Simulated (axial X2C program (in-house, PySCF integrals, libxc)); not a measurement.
**SiBr: properties at the nuclei**

Calculated with an in-house all-electron X2C program for linear molecules (integrals from PySCF): two-component X2C with atomic mean-field Coulomb and Gaunt terms, Gaussian nuclei, basis Br dyall-cv3z, Si dyall-v3z with contracted cores.

R = 2.235 Å (near the PBE0 minimum at charge 0 of the determinant lowest at the starting distance; the state shown can have its own minimum elsewhere).

Determinant lowest in the PBE0 search, Ω = 1/2 (⟨Sz⟩ = -0.50, ⟨Lz⟩ = 1.00 at PBE0), spin on the atoms Br 0.00, Si -0.49:

| level | Eeff magnitude (GV/cm) | Ws magnitude Br (kHz) | Ws magnitude Si (kHz) | A∥/gI Br (MHz) | qzz Br (a.u.) | A∥/gI Si (MHz) | qzz Si (a.u.) | μ (D) |
| --- | --- | --- | --- | --- | --- | --- | --- | --- |
| PBE0 | 0.073 | 0.0282 | 0.0129 | 395 | 2.78 | 574 | -0.32 | 0.72 |
| HF | 0.0108 | 0.0603 | 0.0256 | 261 | 3.00 | 509 | -0.38 | 1.12 |
| B3LYP | 0.069 | 0.0288 | 0.00931 | 396 | 2.69 | 560 | -0.30 | 0.77 |
| BHandHLYP | 0.0352 | 0.005 | 0.0121 | 333 | 2.85 | 552 | -0.33 | 0.99 |
| LDA | 0.153 | 0.11 | 0.00429 | 474 | 2.57 | 565 | -0.27 | 0.57 |

Determinant 0.06 eV from it at PBE0 and this distance, Ω = 3/2 (⟨Sz⟩ = 0.50, ⟨Lz⟩ = 1.00 at PBE0), spin on the atoms Br 0.01, Si 0.49:

```
    level  Eeff magnitude (GV/cm)  Ws magnitude Br (kHz)  Ws magnitude Si (kHz)  A∥/gI Br (MHz)  qzz Br (a.u.)  A∥/gI Si (MHz)  qzz Si (a.u.)  μ (D)
     PBE0                  0.0414               0.000473                0.00489             101           2.81            97.6          -0.34   0.76
       HF                  0.0326                 0.0127                 0.0133              87           3.03             130          -0.39   1.15
    B3LYP                  0.0385               0.000245                0.00358            98.1           2.72             112          -0.32   0.81
BHandHLYP                   0.018                0.00751                0.00481            89.3           2.88             121          -0.34   1.03
      LDA                   0.113                 0.0247                0.00186             103           2.61             106          -0.29   0.62
```

Eeff is the effective electric field on the electron electric dipole moment in this Ω state and Ws the scalar–pseudoscalar constant of the nucleus named (defined with the proton number Z and per Ω); A∥ (defined per Ω) follows by multiplying with gI = μI/(I μN); qzz is the electric field gradient, eQq0 = 234.96 MHz × Q/barn × qzz; μ is positive if the Si end (last atom) is positive. The operators were transformed with the bare-nucleus X2C matrices; with these basis sets, hyperfine constants and field gradients can be off by tens of per cent, and where levels differ in sign neither size nor sign is settled.

Task: With gI(79Br) = 1.4043, Q(79Br) = 0.3087 barn, gI(29Si) = -1.1106 (g factors from the IAEA table of nuclear moments by Stone; Q from Pyykkö, Mol. Phys. 2018), turn the PBE0 values of the first state into constants in MHz.

Result: A∥(79Br) = 395 × 1.4043 = 555 MHz; eQq0(79Br) = 234.96 × (0.3087) × (2.78) = 202 MHz; A∥(29Si) = 574 × -1.1106 = -637 MHz.

Each state is one determinant with collinear spin. Unrestricted Hartree–Fock can overshoot spin polarisation at the nuclei. In the state Ω = 1/2 the sign of Eeff differs between levels (HF against PBE0). Where Eeff spreads by more than a factor of two the levels disagree and none is to be relied on. The search compared states at one distance, so a state with another bond length can lie lower. The sign of Ws at Br differs between levels in the first state. The sign of Ws at Br differs between levels in the second state. PBE0 term energies can be off by some tenths of an eV.
